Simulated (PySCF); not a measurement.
A structure optimised at PBE-D3(BJ)/def2-SVP, used in a PySCF frequency run:

```
Si
O 1 1.6574
H 2 0.9757 1 115.18
Cl 1 2.0678 2 111.00 3 59.57
Cl 1 2.0678 2 111.00 3 -59.57
I 1 2.4304 2 106.21 3 180.00
```
Charge 0, spin multiplicity 1.

**Question.** Write its SMILES, formula and point group.

**Answer.** O[Si](Cl)(Cl)I, Cl2HIOSi, Cs

**Question.** What are its rotational constants (standard atomic weights)?

**Answer.** 1.7610, 0.78312, 0.67273 GHz
